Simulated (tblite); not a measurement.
Compound: C₂H₇NOSi.
Numbering: `[CH3:1][C:2](=[O:3])[NH:4][SiH3:5]` (hydrogens: H6, H7, H8 on C1; H9 on N4; H10, H11, H12 on Si5)

Computed with GFN2-xTB (tblite), gas phase: Langevin dynamics at 300 K from the optimised GFN2-xTB geometry, time step 0.5 fs, friction 0.01 fs⁻¹, 2000 steps.

Start geometry:
```
atom  x, y, z in Å
C1      1.967    0.275    0.274
C2      0.468    0.337    0.428
O3     -0.107    1.023    1.251
N4     -0.271   -0.416   -0.410
Si5    -2.004   -0.254   -0.166
H6      2.247    0.632   -0.716
H7      2.439    0.898    1.028
H8      2.311   -0.752    0.383
H9      0.188   -0.989   -1.099
H10    -2.336   -0.726    1.171
H11    -2.517   -1.158   -1.200
H12    -2.383    1.128   -0.426
```

The statistics below take the 31 frames saved every 25 fs from 250 to 1000 fs; their kinetic temperature (all 3N coordinates) averages 312 K.

Q: Give the mean, spread and extremes of the bond lengths.

A: 
| bond | start (Å) | mean (Å) | standard deviation (Å) | shortest (Å) | longest (Å) |
| --- | --- | --- | --- | --- | --- |
| C1–C2 | 1.508 | 1.532 | 0.028 | 1.469 | 1.597 |
| C2=O3 | 1.216 | 1.215 | 0.016 | 1.188 | 1.243 |
| C2–N4 | 1.348 | 1.319 | 0.027 | 1.255 | 1.362 |
| N4–Si5 | 1.758 | 1.776 | 0.032 | 1.714 | 1.834 |
| C1–H6 | 1.089 | 1.087 | 0.029 | 1.035 | 1.152 |
| C1–H7 | 1.086 | 1.097 | 0.033 | 1.027 | 1.161 |
| C1–H8 | 1.088 | 1.094 | 0.034 | 1.022 | 1.172 |
| N4–H9 | 1.007 | 1.005 | 0.017 | 0.977 | 1.040 |
| Si5–H10 | 1.456 | 1.464 | 0.045 | 1.379 | 1.594 |
| Si5–H11 | 1.467 | 1.475 | 0.052 | 1.378 | 1.605 |
| Si5–H12 | 1.456 | 1.470 | 0.053 | 1.370 | 1.579 |

Q: Give the same statistics for bond angles, one of each kind.

A: 
```tsv
angle	start (°)	mean (°)	standard deviation (°)	smallest (°)	largest (°)
C2–C1–H6	109.6	110.6	3.8	103.4	118.5
H6–C1–H7	109.3	108.0	4.7	94.7	114.9
C1–C2–O3	124.2	121.6	2.6	116.4	127.8
C1–C2–N4	117.3	116.4	3.3	110.0	123.1
O3–C2–N4	118.5	121.5	2.7	116.0	126.2
C2–N4–Si5	113.7	116.1	4.5	106.8	124.8
C2–N4–H9	119.6	122.6	4.1	114.3	131.5
Si5–N4–H9	126.6	118.6	5.2	109.8	127.8
N4–Si5–H10	108.8	108.3	6.0	98.2	118.4
N4–Si5–H11	100.9	102.0	4.3	93.6	112.3
H10–Si5–H11	111.6	111.3	6.1	100.2	123.0
H10–Si5–H12	114.4	114.0	8.5	99.0	133.5
```

Q: Follow the torsion C1–C2–N4–Si5 through every second one of these frames.

A: 
```csv
t (fs),C1–C2–N4–Si5 (°)
250,-166
300,-169
350,-167
400,-169
450,-165
500,-168
550,177
600,156
650,158
700,-174
750,178
800,177
850,-173
900,-165
950,-172
1000,176
```

Largest departure from the start value over all these frames: C1–C2–N4–Si5 31° (start -179°).

Q: How widely does the potential energy scatter, against a harmonic estimate?

A: Mean 0.45 eV above the start, standard deviation 0.142 eV, range 0.25 to 0.79 eV. For 30 classical harmonic modes at 300 K the canonical values are 30kT/2 = 0.39 eV and kT·√(30/2) = 0.100 eV.

The run is classical and short, so these are rough statistics of one trajectory.

The cost below is that of the whole dynamics run. Hardware: one thread, Arm Neoverse V2, on a shared host. Cost: 6.8 s.
